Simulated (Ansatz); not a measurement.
Relaxation of ClH$_{5}$O$_{2}$SSn (10 atoms, charge 0, multiplicity 1), to a largest force component of 0.03 eV/Å in at most 50 steps.

Computed with Ansatz 0.2.0, RHF/def2-SVP.

```xyz
10
Properties=species:S:1:pos:R:3:forces:R:3
Sn -0.623 -0.374 -0.434 -0.34 -0.13 0.22
H 0.133 0.564 2.254 1.48 0.08 -0.24
O 1.194 -0.636 0.181 0.07 -0.10 -0.10
H 1.791 -1.093 -0.397 -0.07 0.08 0.08
O -0.758 1.481 -0.979 -0.02 0.01 0.01
H -1.606 1.900 -0.950 0.03 -0.01 0.00
Cl -0.920 -1.716 -2.329 -0.01 0.01 0.03
S -2.293 -0.986 1.214 0.14 -0.07 -0.49
H -3.031 -1.695 0.352 0.00 0.00 0.02
H -0.559 0.550 2.418 -1.28 0.14 0.47
```

Problem. Where does it end, and by what steps?

Solution. It converged. The force dipped under the threshold on the way, but the program's further checks kept it going. After 48 steps the energy has fallen by 0.194 eV; H10 moved furthest, 2.19 Å.

```tsv
step	energy less start (eV)	largest force component (eV/Å)	accepted
0	0.0000	1.477	yes
2	-0.1085	0.421	yes
4	-0.1340	0.271	yes
6	-0.1415	0.181	yes
8	-0.1466	0.148	yes
10	-0.1520	0.419	yes
12	-0.1602	0.718	yes
14	-0.1716	0.085	yes
16	-0.1748	0.594	no
18	-0.1800	0.215	yes
20	-0.1769	0.304	no
22	-0.1837	0.056	yes
24	-0.1848	0.088	yes
26	-0.1863	0.009	yes
28	-0.1873	0.038	yes
30	-0.1884	0.102	yes
32	-0.1901	0.119	yes
34	-0.1912	0.105	yes
36	-0.1919	0.096	yes
38	-0.1927	0.045	yes
40	-0.1931	0.067	yes
42	-0.1934	0.053	yes
44	-0.1938	0.041	yes
46	-0.1940	0.025	yes
48	-0.1941	0.020	yes
```

```xyz
10
Properties=species:S:1:pos:R:3
Sn -1.007 -0.366 -0.689
H 0.953 0.123 3.121
O 0.551 -0.294 0.459
H 1.279 0.237 0.168
O -0.990 1.339 -1.616
H -1.648 1.524 -2.270
Cl -0.758 -2.084 -2.257
S -3.003 -0.792 0.549
H -3.160 -2.019 0.042
H 1.113 0.329 3.822
```

Whether the end is a true minimum wasn't checked by a vibrational analysis.

The run took 69 s on 2 threads of Intel(R) Xeon(R) 6975P-C (Granite Rapids), on a shared host, peak memory 0.3 GiB.
